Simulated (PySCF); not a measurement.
C3H9GeN, SMILES C=[CH][GeH2][NH]C.

Geometry optimised at PBE0-D3(BJ)/def2-SVP. The structure was generated by enumeration, and PubChem lists no compound with its InChIKey, so it may never have been made. Other conformers were not sampled.

All values below come from PBE/def2-TZVP run with PySCF.

```yaml
total_energy: -2250.96624 hartree
highest_occupied_level: -5.09 eV
lowest_empty_level: -1.43 eV
orbital_gap: 3.66 eV
dipole_moment: 0.89 D
quadrupole, principal values (traceless, Buckingham form, about the centre of nuclear charge): -6.36, 2.57, 3.79 D·Å
mean_static_polarisability: 78.0 bohr³ (11.55 Å³)
polarisability_principal_values: 64.9, 68.1, 100.9 bohr³
```
